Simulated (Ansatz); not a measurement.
`COB(C)O[SiH3]` + `N=[C](F)[AlH2]` → `CO[B](C)[AlH2]` + `N=C(F)O[SiH3]`  (redistribution)

Program: Ansatz. Geometries: PBE0-D4/def2-TZVP. ΔE: electronic, gas phase. CBS: MP2 limit from def2 TZ/QZ plus the TZ coupled-cluster correction, frozen cores. DFT in def2-TZVPP. Each species was taken in one conformer, which may not be the lowest.

CCSD(T)/CBS gives +218.1 kJ/mol.

Another level gave +193.7 kJ/mol. Which?
A. CCSD(T)/def2-TZVPP
B. r2SCAN/def2-TZVPP
C. MP2/def2-TZVPP
D. PBE0/def2-TZVPP

D. PBE0 193.7, CCSD(T)/def2-TZVPP 213.9, MP2/def2-TZVPP 220.8, r2SCAN 203.6 kJ/mol.

Largest T1 diagnostic among the species: 0.014.

From PBE to PBE0 (25 % exact exchange), in def2-TZVPP and without D4, ΔE moves by +4.5 kJ/mol.
